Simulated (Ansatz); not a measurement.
A made-up structure of C₂H₃Ge (charge +1), singlet:

C1  (-0.210, -0.591, 0.113)
C2  (-0.669, -1.843, 0.357)
Ge3  (0.470, 1.292, -0.251)
H4  (-1.075, -2.952, 0.574)
H5  (2.042, 1.486, -0.873)
H6  (-0.557, 2.607, 0.079)
(Å)

It is relaxed with PBE-D4/def2-SVP and then PBE0-D4/def2-TZVP (Ansatz 0.2.0). Atoms count as bonded within 1.22 times the sum of their covalent radii (H–H: 0.88 Å). The end point is not checked to be a true minimum.

(1) Does its bonding change? (A judgement: the text doesn't fix the answer.)

Results:

(1) Computed: No: no bond forms or breaks.

Where it ends: The first stage lowers the energy by 1.49 eV in 5 steps. It ends as C₂H₃Ge ([CH][C][GeH2]), total charge +1:
C1  (-0.190, -0.527, 0.102)
C2  (-0.597, -1.645, 0.319)
Ge3  (0.419, 1.153, -0.224)
H4  (-0.958, -2.637, 0.512)
H5  (1.823, 1.325, -0.779)
H6  (-0.497, 2.330, 0.070)
(Å)

Labels in which every atom is bracketed show which atoms are joined, not bond orders.

For scale, one of the runs: PBE0-D4/def2-TZVP relaxation, 128 basis functions, launched by `ansatz run in.yaml --threads 2 --pin off --events-out ev --progress --plain --max-ram 4352MiB`. Hardware: 2 CPU threads of an Intel Xeon 6975P-C, shared host. Wall time about 8.5 s.
